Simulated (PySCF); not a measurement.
Compound: C7H11PS.
SMILES with atom numbers: `[CH3:1][C@H:2]1[CH:3]=[CH:4][P@@:5]([CH3:6])(=[S:7])[CH:8]=[CH:9]1`

Definitions: NICS(0) = −σiso at the ring centroid; NICS(1) = −σiso and NICS(1)zz = −σzz at ±1 Å along the ring normal z. Level: GIAO CAM-B3LYP/pcSseg-1 (PySCF, non-relativistic, gas phase) on the PBE0-D3(BJ)/def2-SVP geometry, one conformer.

Ring bond lengths (Å): C2–C3 1.498, C3–C4 1.338, C4–P5 1.800, P5–C8 1.800, C8–C9 1.338, C9–C2 1.498.

Task: What do the NICS probes read (ppm)?

Result: 
```
             ring                                                     type  NICS(0)  NICS(1), two faces  NICS(1)zz, two faces  rms pucker (Å)  centre to ring atoms, mean (Å)
C2–C3–C4–P5–C8–C9  6-membered ring with P; formal bonds 2 double, 4 single      1.0         -1.6 / -1.3             1.4 / 3.5            0.04                            1.54
```

Task: What do they say, and how far can they be read as aromaticity?

Result: 
- C2–C3–C4–P5–C8–C9: mean NICS(1)zz 2.4 ppm, near zero. C2, P5 have four or more neighbours, and the NICS criterion for π rings isn't applied.

Task: At the first NICS(1) probe listed for ring C2–C3–C4–P5–C8–C9, 1 Å off the ring, what do the in-plane components average?

Result: The isotropic value is a third of the trace: (3 × -1.6 − (1.4))/2 = -3.1 ppm.

Task: What are the shieldings of the ring atoms and their hydrogens in the same run (means over atoms taken as equivalent)?

Result: 
```json
{"atoms": "C2", "environment": "allylic carbon", "σ isotropic (ppm)": "145.7", "principal values of the symmetric part, first atom (ppm)": "121.6, 149.7, 165.9"}
{"atoms": "C3 (×2)", "environment": "alkene CH carbon", "σ isotropic (ppm)": "27.9", "principal values of the symmetric part, first atom (ppm)": "-94.3, 30.4, 147.6"}
{"atoms": "C4 (×2)", "environment": "alkene CH carbon", "σ isotropic (ppm)": "47.4", "principal values of the symmetric part, first atom (ppm)": "-66.0, 62.0, 146.4"}
{"atoms": "P5", "environment": "phosphorus bonded to 3 C and S", "σ isotropic (ppm)": "316.9", "principal values of the symmetric part, first atom (ppm)": "226.9, 254.4, 469.3"}
{"atoms": "H on C2", "environment": "methine hydrogen", "σ isotropic (ppm)": "28.74", "principal values of the symmetric part, first atom (ppm)": "25.3, 26.5, 34.5"}
{"atoms": "H on C3 (×2)", "environment": "vinylic hydrogen", "σ isotropic (ppm)": "25.04", "principal values of the symmetric part, first atom (ppm)": "22.5, 24.4, 28.2"}
{"atoms": "H on C4 (×2)", "environment": "vinylic hydrogen", "σ isotropic (ppm)": "25.45", "principal values of the symmetric part, first atom (ppm)": "23.7, 24.6, 28.1"}
```

Task: How do the values depend on the level or the medium?

Result: 
```
                                 level  NICS(0), C2–C3–C4–P5–C8–C9  mean NICS(1)zz, C2–C3–C4–P5–C8–C9
               CAM-B3LYP/pcSseg-1, gas                         1.0                                2.4
                    PBE0/pcSseg-1, gas                         0.9                                2.5
PBE0/pcSseg-1, IEF-PCM dichloromethane                         0.9                                2.2
```

The geometry is the same throughout; the continuum's cavity takes Bondi-type radii × 1.2.
